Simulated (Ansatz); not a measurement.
A structure relaxed at PBE0-D4/def2-TZVP, charge 0, multiplicity 1:

```tsv
atom	x (Å)	y (Å)	z (Å)
C1	1.2838	-0.6438	1.2279
In2	0.1629	-0.3449	-0.5530
O3	-1.5273	1.2395	-0.2257
Cl4	0.8882	1.0062	-2.3478
Cl5	-1.5467	-1.8070	-1.2707
H6	1.5825	-1.6890	1.2962
H7	0.6580	-0.3917	2.0837
H8	2.1665	-0.0066	1.2153
H9	-1.3494	1.8823	-0.9260
H10	-2.3184	0.7551	-0.4998
```

Q: Give its formula and SMILES.

A: CH5Cl2InO, `[CH3][In-]([OH2+])([Cl])[Cl]`.

Q: Summarise the bond lengths by kind.

A: 1 × C–In 2.125 Å; 3 × C–H 1.089 to 1.090 Å; 1 × In–O 2.340 Å; 2 × Cl–In 2.361 Å; 2 × H–O 0.967 Å.

Results of the Gaussian-basis code of Ansatz.
